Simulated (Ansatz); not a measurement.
Consider the redistribution: `[CH3][AlH][O]BN` + `BC[SiH2]Cl` → `NBC[SiH2]Cl` + `B[O][AlH][CH3]`.

Isolated molecules relaxed with PBE0-D4/def2-TZVP in Ansatz; ΔE leaves out vibrations. CCSD(T)/CBS adds triple-zeta CCSD(T) − MP2 to the extrapolated MP2 energy (def2 sets, frozen cores). Functionals use def2-TZVPP. Each species was taken in one conformer, which may not be the lowest.

```
        level  ΔE (kJ/mol)
         PBE0        -21.2
HF/def2-TZVPP        -14.5
```

(1) What does CCSD(T)/CBS give? (Best estimate.)

Largest T1 diagnostic among the species: 0.013.

Answers

(1) Ansatz gave: -22.8 kJ/mol. The listed levels differ from it by 1.6, 8.3 kJ/mol.

The D4 term adds −3.7 kJ/mol with B3LYP and −2.2 kJ/mol with PBE0; it sums over pairs of atoms, weighted by their polarisabilities, and B3LYP, whose exchange is more repulsive, gets the larger term. In def2-TZVPP, CCSD(T) changes the Hartree–Fock value by −9.0 kJ/mol (the triples alone add −1.6 kJ/mol) and MP2 by −9.2 kJ/mol.

B3LYP here is the variant with VWN-RPA as its local correlation; programs differ in this.
